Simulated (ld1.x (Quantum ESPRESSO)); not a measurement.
## Reading a pseudo-wave (niobium (Nb))

Columns: radius, all-electron u(r) and pseudo u(r) of the 5s shell (level -25.69 eV) of niobium in the configuration [Kr] 4d2 5s0 5p0; PW91, scalar-relativistic, TM semilocal scheme, ld1.x (Quantum ESPRESSO) 7.5.

```csv
r (bohr),all-electron,pseudo
0.140,-0.1143,0.0147
0.280,0.2103,0.0303
0.420,0.1611,0.0475
0.560,-0.0831,0.0675
0.700,-0.2866,0.0912
0.840,-0.3740,0.1198
0.980,-0.3522,0.1545
1.120,-0.2537,0.1963
1.260,-0.1129,0.2458
1.400,0.0430,0.3030
1.540,0.1952,0.3666
1.680,0.3323,0.4342
1.820,0.4485,0.5021
1.960,0.5413,0.5655
2.100,0.6110,0.6199
2.240,0.6591,0.6616
2.380,0.6882,0.6886
2.520,0.7011,0.7011
2.660,0.7002,0.7002
2.800,0.6886,0.6886
2.940,0.6684,0.6684
3.080,0.6419,0.6419
3.220,0.6107,0.6107
3.360,0.5763,0.5763
3.500,0.5397,0.5397
3.640,0.5020,0.5020
```

(1) How many radial nodes do the two functions have?

(2) At about which radius was the pseudo-wave matched?

(3) Where does each function peak?

(4) Is the pseudo-wave norm-conserving?

Results:

(1) The all-electron 5s function has n − l − 1 = 4 (the table is too coarse to show those close to the nucleus); the pseudo-wave has 0, since the states of the same l below it are removed with the core.

(2) 2.80 bohr. The columns agree to 0.0005 from 2.38 bohr on; several derivatives are matched, so the curves merge somewhat inside the radius.

(3) Outermost all-electron maximum near 2.52 bohr, pseudo maximum near 2.52 bohr (to the table’s step).

(4) Yes: the TM semilocal scheme keeps the norm inside the radius equal to the all-electron one, which fixes the energy derivative of the logarithmic derivative at the level.
